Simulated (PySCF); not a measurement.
C₇H₁₅BSi, SMILES C(B(C)C)#C[Si](C)(C)C. Atoms are numbered in the order given.

```xyz
24

Si    -1.7544     0.0179    -0.0922
C     -2.3543    -1.7659    -0.0101
C     -2.4449     1.0124     1.3503
C     -2.2409     0.8098    -1.7307
C      0.0918     0.0045     0.0114
C      1.3190    -0.0084     0.0754
B      2.8445    -0.0248     0.1548
C      3.5711     0.7788     1.2980
C      3.6683    -0.8456    -0.9074
H     -1.9442    -2.3584    -0.8432
H     -3.4548    -1.8059    -0.0682
H     -2.0445    -2.2440     0.9327
H     -3.5467     1.0382     1.3145
H     -2.0772     2.0505     1.3245
H     -2.1439     0.5701     2.3133
H     -3.3383     0.8384    -1.8348
H     -1.8646     1.8430    -1.7974
H     -1.8296     0.2422    -2.5803
H      3.7540     1.7932     0.8876
H      2.9711     0.9162     2.2101
H      4.5609     0.3693     1.5565
H      4.6893    -0.4602    -1.0593
H      3.7823    -1.8643    -0.4828
H      3.1644    -0.9684    -1.8779
```
Charge 0, spin multiplicity 1.

The structure is a stationary point at B3LYP-D3(BJ)/def2-SVP. This is a generated structure with no PubChem entry under its InChIKey; it may be hypothetical.

All values below come from PBE/def2-SVP in PySCF.

The molecule is in vacuum.

```yaml
total_energy: -589.23032 hartree
highest_occupied_level: -6.04 eV
lowest_empty_level: -2.25 eV
orbital_gap: 3.79 eV
dipole_moment: 0.63 D
quadrupole, principal values (traceless, Buckingham form, about the centre of nuclear charge): -3.75, -2.03, 5.78 D·Å
mean_static_polarisability: 121.3 bohr³ (17.97 Å³)
polarisability_principal_values: 93.0, 103.9, 166.9 bohr³
```
